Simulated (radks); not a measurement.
Q: The copper ion Cu14+, configuration [Ne] 3s2 3p3. Calculated with a radial shooting solver on a logarithmic mesh with Libxc functionals: scalar-relativistic Kohn-Sham, r2SCAN, spin-polarised, spherical densities, finite nucleus; open shells are filled with parallel spins first; meta-GGA in the generalised Kohn-Sham scheme; Fermi nuclear charge, rms radius 3.8823 fm. Some entries of the table are withheld. Estimate them.

orbital  occ.  eigenvalue (hartree)  <r> (bohr)  <1/r> (bohr^-1)
1s up       1             -343.7673     0.05215            29.15
1s down     1             -343.6232     0.05213            29.16
2s up       1             -56.55815      0.2330            6.396
2s down     1             -56.49493      0.2327            6.394
2p up       3                   (1)      0.2043            6.256
2p down     3                   (2)      0.2044            6.250
3s up       1                   (3)      0.6103            2.364
3s down     1                   (4)      0.6150            2.340
3p up       3             -17.08733      0.6055            2.274
3p down     0             -16.55778      0.6100            2.258

A: 
(1) 2p up eigenvalue (hartree): -51.22046
(2) 2p down eigenvalue (hartree): -51.08136
(3) 3s up eigenvalue (hartree): -18.79358
(4) 3s down eigenvalue (hartree): -18.25467
